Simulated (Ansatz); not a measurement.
System: chloro-bis(prop-2-enyl)borane, C$_{6}$H$_{10}$BCl, net charge 0, singlet state. 
Coordinates optimised at B3LYP-D3(BJ)/def2-TZVP (Ansatz, a first-principles code):
SMILES: C=CCB(Cl)CC=C
```xyz
18

C      2.4981     0.9457     1.2512
C      1.6641     1.1869     0.2470
C      1.4591     0.2766    -0.9377
B      0.0555    -0.3966    -0.7456
Cl    -0.0104    -2.1031    -0.2672
C     -1.3025     0.3811    -0.8964
C     -2.0589     0.4444     0.4020
C     -2.3109     1.5575     1.0789
H      2.5825     1.6259     2.0886
H      3.1266     0.0629     1.2680
H      1.0435     2.0771     0.2791
H      2.2673    -0.4519    -1.0006
H      1.4540     0.8741    -1.8566
H     -1.1324     1.3905    -1.2785
H     -1.9097    -0.1530    -1.6391
H     -2.3859    -0.5089     0.8046
H     -2.8448     1.5366     2.0199
H     -1.9955     2.5291     0.7155
```

Total electronic energies in hartree. Cores are frozen in the correlated levels unless marked. Spin-orbit coupling is left out. No relativistic terms. Basis-set limits of correlation are two-point, X^-3; Hartree-Fock from the larger set. The bracket is a focal-point correction in the basis named.

| level | program | energy (Eh) |
|---|---|---|
| RI-HF/cc-pV(Q+d)Z | Ansatz | -717.35236 |
| SVWN5/def2-TZVPD | Ansatz | -715.85203 |
| B3LYP-D3(BJ)/def2-TZVPD | Ansatz + dftd3 | -719.87669 |
| B3LYP/def2-TZVPD | Ansatz | -719.84700 |
| PBE-QIDH/def2-TZVPD | Ansatz | ___ |
| RI-MP2/cc-pV(Q+d)Z | Ansatz | -718.71586 |
| SCS-MP2/6-31G | Ansatz | -717.71234 |
| SCS-MP2/cc-pwCVTZ | Ansatz | -718.62759 |
| RI-MP2/CBS(aug-cc-pV(T+d)Z,aug-cc-pV(Q+d)Z)+[CCSD(T)-MP2]/aug-cc-pV(T+d)Z | Ansatz | -718.9161 |

Q: Complete the blanks.

A: 
- PBE-QIDH/def2-TZVPD, energy (Eh): -719.20771
